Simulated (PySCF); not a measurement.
SMILES C=Cc1ccc(B(O)O)cc1, C8H9BO2

Geometry (Å), atoms numbered from 1 in this order:
```xyz
20

C    -3.939   -0.294    0.452
C    -2.978    0.115   -0.385
C    -1.527    0.028   -0.185
C    -0.672    0.497   -1.195
C     0.710    0.434   -1.052
C     1.294   -0.099    0.105
B     2.847   -0.170    0.267
O     3.623    0.295   -0.757
O     3.348   -0.694    1.424
C     0.436   -0.567    1.115
C    -0.943   -0.507    0.976
H    -3.719   -0.759    1.417
H    -4.994   -0.175    0.194
H    -3.281    0.570   -1.335
H    -1.107    0.917   -2.106
H     1.357    0.805   -1.852
H     4.571    0.237   -0.617
H     4.307   -0.724    1.486
H     0.871   -0.987    2.026
H    -1.580   -0.879    1.781
```

Method used: quadratic response CAM-B3LYP/def2-SVPD first hyperpolarisability, Taylor convention, gas phase (PySCF 2.14.0). Geometry: PBE0-D3(BJ)/def2-SVP.

Problem. What is the first hyperpolarisability, and how does it disperse?

Solution. In au, Taylor convention; the vector part is βᵢ = ⅓ Σⱼ (βᵢⱼⱼ + βⱼᵢⱼ + βⱼⱼᵢ); β∥ is 3/5 of the vector part along the dipole, the dipole points from − to +:
```csv
process,λ (nm),β vector norm,β∥,β HRS,depolarisation ratio
"static β(0;0,0)",∞,332.1,-199.2,157.9,3.48
"second harmonic β(−2ω;ω,ω)",1907,364.1,-218.5,172.0,3.55
"Pockels β(−ω;ω,0)",1907,342.2,-205.3,–,–
"second harmonic β(−2ω;ω,ω)",1064,455.5,-273.3,212.0,3.69
"Pockels β(−ω;ω,0)",1064,366.6,-219.9,–,–
```

Problem. Which lowest excitations, dipole and polarisabilities go with it?

Solution. S1 4.84 eV (f = 0.427); S2 4.91 eV (f = 0.131); S3 6.07 eV (f = 0.000); dipole 2.40 D; isotropic α 122.1 au static, 122.7 au at 1907 nm, 124.3 au at 1064 nm, 124.8 au at 953.5 nm, 132.1 au at 532 nm.
